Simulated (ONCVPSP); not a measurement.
Cr (Z = 24), ONCV: configuration errors across variants

* Element: Cr
* Generator: ONCVPSP 4.0.1
* Type: optimised norm-conserving Vanderbilt (ONCV)
* Functional: LDA (Perdew-Wang 92)
* Relativity: scalar-relativistic
* Frozen core: [Ne]
* Valence charge: 14
* Reference configuration: 3s2 3p6 3d4 (charge +2)
* Partial waves: 3s: rc 1.10 bohr, ncon 5, nbas 8, qcut 8.4 1/bohr, 2 projectors, debl 3.8 Ha; 3p: rc 1.15 bohr, ncon 4, nbas 7, qcut 11.9 1/bohr, 2 projectors, debl 1 Ha; 3d: rc 1.70 bohr, ncon 4, nbas 8, qcut 9.1 1/bohr, 2 projectors, debl 1.2 Ha
* Local potential: polynomial inside 0.80 bohr (lpopt 4, dvloc0 1 Ha)
* Core correction: polynomial model core, fcfact 0.4

In the p channel the program set the typed energies aside and used -2.442, 0.250 Ha.

All-electron excitation energies from the reference (eV): (1) 3s2 3p6 3d5 4s1 -23.476; (2) 3s2 3p6 3d5 -16.343; (3) 3s2 3p6 3d3 31.030; (4) 3s2 3p5 3d5 4s1 27.995.

2 further variants failed, have other tests or another functional or relativity, and are left out.

Errors AE − PS in meV (a dash: test not solved or not reliable):

| change | (1) | (2) | (3) | (4) | bound ghosts | GHOST(+) flags above zero |
| --- | --- | --- | --- | --- | --- | --- |
| base | +5.1 | +17 | +81 | -88 | none | none |
| local potential polynomial inside 0.90 bohr (lpopt 3, dvloc0 0 Ha) | +5.1 | +17 | +81 | -88 | none | none |
| all radii but the core radius scaled by about 0.93 (s 1.02, p 1.06, d 1.58 bohr); local potential polynomial inside 0.74 bohr (lpopt 4, dvloc0 1 Ha) | +3.5 | +12 | +63 | -61 | none | none |
| s: qcut 5.2; p: qcut 7.4; d: qcut 5.7 | +15 | +45 | +188 | -266 | none | none |
| s: qcut 8.1 | +5.1 | +17 | +81 | -88 | none | none |
| s: rc 0.94 | +5.1 | +17 | +81 | -90 | none | s |
| core correction polynomial model core, fcfact 0.36 | +5.1 | +17 | +81 | -88 | none | none |
| local potential polynomial inside 0.80 bohr (lpopt 4, dvloc0 8 Ha) | +5.0 | +17 | +81 | -88 | none | none |

**Question.** Give the same row for: d: rc 1.9.

**Answer.** +9.2, +27, +120, -137; bound ghosts: none; GHOST(+) flags above zero: none.
